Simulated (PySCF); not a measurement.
CrO2Cl2, SMILES [O]=[Cr]([Cl])([Cl])=[O], multiplicity 1. Heavy atoms are numbered as in [Cr:1](=[O:2])(=[O:3])([Cl:4])[Cl:5].

The structure is a stationary point at PBE-D3(BJ)/def2-SVP. The spin state was assumed, not searched. The isomer is the one that the SMILES or the coordinates give; other isomers of the formula were not compared.

Computed with PBE/pcSseg-1 run with PySCF.

GIAO shieldings, no solvent; atoms alike by connectivity are averaged. δ = σ(ref) − σ: ¹⁷O against H2O (σ = 334.3 ppm); ³⁵Cl against HCl (σ = 936.5 ppm), references at their B3LYP-D3(BJ)/def2-TZVP geometries, non-relativistic (without spin–orbit terms, shifts of atoms bonded to Cl or Br come out too high).

Computed chemical shifts:
```csv
nucleus,atoms,count,δ (ppm)
¹⁷O,O2,2,1342.7
³⁵Cl,Cl4,2,856.8
```
